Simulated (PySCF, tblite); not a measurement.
Compound: C4H13FSi3.
Cartesian coordinates in Å at the GFN2-xTB level; atoms count from 1:
```xyz
21
C4H13FSi3 angstrom
C      2.3445    1.3451    1.0355
Si     2.4377    0.6812   -0.7441
Si     0.8952   -1.0236   -1.0348
C     -0.4799   -0.8497    0.2523
C     -0.4710   -1.6553    1.2986
F     -1.3812   -1.5810    2.2987
Si    -1.8008    0.4987    0.0762
C     -3.0363   -0.0433   -1.2571
H      1.3556    1.7408    1.2520
H      2.5446    0.5577    1.7572
H      3.0650    2.1386    1.2115
H      3.8196    0.2332   -0.9821
H      2.2308    1.8142   -1.6595
H      1.4616   -2.3747   -0.8879
H      0.2415   -1.0122   -2.3518
H      0.2335   -2.4538    1.4952
H     -2.4851    0.7393    1.3482
H     -1.1036    1.7225   -0.3554
H     -2.5360   -0.2577   -2.1969
H     -3.5746   -0.9382   -0.9586
H     -3.7700    0.7351   -1.4424
```

Method: PBE0/pcSseg-1 in PySCF (dipole) on a GFN2-xTB geometry, gas phase.

Take the most abundant isotopes and a rigid rotor. The values belong to one conformer with, in the numbering `[CH3:1][SiH2:2][SiH2:3]/[C:4](=[CH:5]/[F:6])[SiH2:7][CH3:8]`, C1–Si2–Si3–C4 23°, Si2–Si3–C4–C5 -103°, Si3–C4–Si7–C8 76°.

(1) Give the principal moments of inertia and the rotational constants in MHz.

(2) Classify the top.

(3) What does the inertial defect say?

(4) Give the other two planar moments, Paa and Pbb, and the rms extents of the mass along the axes.

(5) Which lines would a microwave search look for?

## Answers

(1) Ia = 370.10, Ib = 751.43, Ic = 850.57 u·Å²; 505379 MHz·u·Å²/I gives A = 1366, B = 672.6, C = 594.2 MHz.

(2) An asymmetric top: κ = (2 × 672.6 − 1366 − 594.2)/(1366 − 594.2) = -0.80.

(3) Not planar: Δ = Ic − Ia − Ib = -270.97 u·Å². For a rigid frame Δ = −2 Σ m c², so Σ m c² = 135.48 u·Å² lies off the ab plane: 30.32 from hydrogen and 105.16 from heavier atoms. The atom farthest from that plane is 2.51 Å away.

(4) Paa = Σ m a² = (Ib + Ic − Ia)/2 = 615.95 and Pbb = Σ m b² = (Ia + Ic − Ib)/2 = 234.62 u·Å². With the mass M = 164.03 u, the rms extents √(P/M) along a, b and c are 1.94, 1.20, 0.91 Å.

(5) The dipole components are |μa| = 0.46 D, |μb| = 0.10 D, |μc| = 0.39 D. Intensities carry the squares of the components, which stand as 1.00 : 0.04 : 0.69 (a : b : c). Some lines, for components of 0.1 D or more:

```json
{"type": "c", "branch": "Q", "J(Ka,Kc)": "4(1,4) ← 4(0,4)", "MHz": "416", "lower level (cm⁻¹)": "0.419"}
{"type": "c", "branch": "Q", "J(Ka,Kc)": "1(1,1) ← 1(0,1)", "MHz": "693", "lower level (cm⁻¹)": "0.042"}
{"type": "c", "branch": "Q", "J(Ka,Kc)": "3(2,2) ← 3(1,2)", "MHz": "1965", "lower level (cm⁻¹)": "0.286"}
{"type": "c", "branch": "R", "J(Ka,Kc)": "1(1,0) ← 0(0,0)", "MHz": "2038", "lower level (cm⁻¹)": "0.000"}
{"type": "a", "branch": "R", "J(Ka,Kc)": "2(1,2) ← 1(1,1)", "MHz": "2455", "lower level (cm⁻¹)": "0.065"}
{"type": "c", "branch": "Q", "J(Ka,Kc)": "5(3,3) ← 5(2,3)", "MHz": "3507", "lower level (cm⁻¹)": "0.738"}
{"type": "a", "branch": "R", "J(Ka,Kc)": "4(2,3) ← 3(2,2)", "MHz": "5062", "lower level (cm⁻¹)": "0.351"}
{"type": "a", "branch": "R", "J(Ka,Kc)": "4(3,1) ← 3(3,0)", "MHz": "5080", "lower level (cm⁻¹)": "0.473"}
{"type": "a", "branch": "R", "J(Ka,Kc)": "4(1,3) ← 3(1,2)", "MHz": "5210", "lower level (cm⁻¹)": "0.286"}
{"type": "a", "branch": "R", "J(Ka,Kc)": "5(1,5) ← 4(1,4)", "MHz": "6113", "lower level (cm⁻¹)": "0.433"}
{"type": "c", "branch": "R", "J(Ka,Kc)": "4(1,3) ← 3(0,3)", "MHz": "6204", "lower level (cm⁻¹)": "0.252"}
{"type": "a", "branch": "R", "J(Ka,Kc)": "5(0,5) ← 4(0,4)", "MHz": "6219", "lower level (cm⁻¹)": "0.419"}
{"type": "a", "branch": "R", "J(Ka,Kc)": "5(4,2) ← 4(4,1)", "MHz": "6348", "lower level (cm⁻¹)": "0.813"}
{"type": "a", "branch": "R", "J(Ka,Kc)": "5(3,2) ← 4(3,1)", "MHz": "6359", "lower level (cm⁻¹)": "0.643"}
{"type": "c", "branch": "R", "J(Ka,Kc)": "4(2,2) ← 3(1,2)", "MHz": "7119", "lower level (cm⁻¹)": "0.286"}
{"type": "c", "branch": "R", "J(Ka,Kc)": "3(3,0) ← 2(2,0)", "MHz": "7459", "lower level (cm⁻¹)": "0.225"}
{"type": "c", "branch": "R", "J(Ka,Kc)": "4(2,3) ← 3(1,3)", "MHz": "7497", "lower level (cm⁻¹)": "0.270"}
{"type": "c", "branch": "R", "J(Ka,Kc)": "5(1,4) ← 4(0,4)", "MHz": "7697", "lower level (cm⁻¹)": "0.419"}
{"type": "c", "branch": "R", "J(Ka,Kc)": "5(2,3) ← 4(1,3)", "MHz": "8343", "lower level (cm⁻¹)": "0.459"}
{"type": "c", "branch": "R", "J(Ka,Kc)": "5(2,4) ← 4(1,4)", "MHz": "8919", "lower level (cm⁻¹)": "0.433"}
```

Its lowest GFN2-xTB frequency is 6 cm⁻¹, too small to tell a flat minimum from a shallow saddle. Zero-point vibration and centrifugal distortion are left out. A rigid rotor knows nothing of internal rotation, which can split or shift real lines.
